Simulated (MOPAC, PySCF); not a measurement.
C2H10InN3, SMILES `[N](C)(C)[In]([NH2])[NH2]`, neutral singlet in the gas phase. 

Z-matrix (Å, degrees):
```
N
C 1 1.4334
H 2 1.1018 1 111.41
H 2 1.1113 3 106.80 1 122.89
H 2 1.1119 3 107.04 4 113.57
C 1 1.4337 2 113.76 3 179.50
H 6 1.1016 1 111.37 2 -178.66
H 6 1.1113 7 106.73 1 -122.71
H 6 1.1119 7 107.18 8 -113.60
In 1 2.0324 2 123.33 3 -2.40
N 10 2.0385 1 118.15 2 9.03
H 11 1.0168 10 115.61 1 -155.83
H 11 1.0172 12 107.77 10 -130.37
N 10 2.0390 1 117.14 2 177.94
H 14 1.0168 10 115.68 1 162.25
H 14 1.0171 15 107.75 10 130.20
```
Charge 0, multiplicity 1.

All levels are single points at this geometry (PBE0-D3(BJ)/def2-SVP); Pople sets use spherical d functions. Orbital energies aren't observables, and empty levels follow the basis.

B3LYP/LANL2DZ in PySCF gives dipole (D) = 2.98.

Task: Estimate the dipole (D) from each of these levels: B3LYP-D3(BJ)/def2-TZVP in PySCF; M06-2X/def2-TZVP in PySCF; PBE-D3(BJ)/def2-TZVP in PySCF; B3LYP/6-311+G** (LANL2DZ on In) in PySCF; B3LYP/6-31G* (LANL2DZ on In) in PySCF; BP86/6-31G* (LANL2DZ on In) in PySCF; PBE/6-31G* (LANL2DZ on In) in PySCF; SVWN5/6-31G* (LANL2DZ on In) in PySCF; HF/6-31G* (LANL2DZ on In) in PySCF; PM3 in MOPAC; PM6 in MOPAC; PM7 in MOPAC.

Result: 
```
level                                     dipole (D)
----------------------------------------  ----------
B3LYP-D3(BJ)/def2-TZVP in PySCF                 2.11
M06-2X/def2-TZVP in PySCF                       2.23
PBE-D3(BJ)/def2-TZVP in PySCF                   1.98
B3LYP/6-311+G** (LANL2DZ on In) in PySCF        2.27
B3LYP/6-31G* (LANL2DZ on In) in PySCF           2.51
BP86/6-31G* (LANL2DZ on In) in PySCF            2.36
PBE/6-31G* (LANL2DZ on In) in PySCF             2.33
SVWN5/6-31G* (LANL2DZ on In) in PySCF           2.45
HF/6-31G* (LANL2DZ on In) in PySCF              2.96
PM3 in MOPAC                                    1.74
PM6 in MOPAC                                    3.47
PM7 in MOPAC                                    3.38
```
